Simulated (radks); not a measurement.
Results of a calculation; reference values are marked as such.
Initial-state core-level shifts of the krypton ion Kr2+ when its valence configuration changes from [Ar] 3d10 4s2 4p4. Level of theory: scalar-relativistic Kohn-Sham, PBE, spin-polarised, spherical densities, point nucleus; open shells are filled with parallel spins first (a radial shooting solver on a logarithmic mesh with Libxc functionals). Shifts are changes of the shell-averaged eigenvalues in eV (positive: less bound).

valence	1s	2s	3s	3p
3d10 4s1 4p5	-1.558	-1.539	-1.555	-1.545
3d9 4s1 4p6	-18.785	-20.580	-15.773	-15.553
3d9.5 4s1 4p5.5	-10.084	-10.956	-8.646	-8.528
3d8 4s2 4p6	-35.349	-39.066	-28.755	-28.359
3d10 4s1.5 4p4.5	-0.782	-0.772	-0.780	-0.775
3d10 4p6	-3.171	-3.128	-3.152	-3.133
3d9 4s2 4p5	-17.325	-19.125	-14.313	-14.103
3d9.5 4s1.5 4p5	-9.332	-10.210	-7.895	-7.782
3d10 4s0.5 4p5.5	-2.397	-2.364	-2.381	-2.367
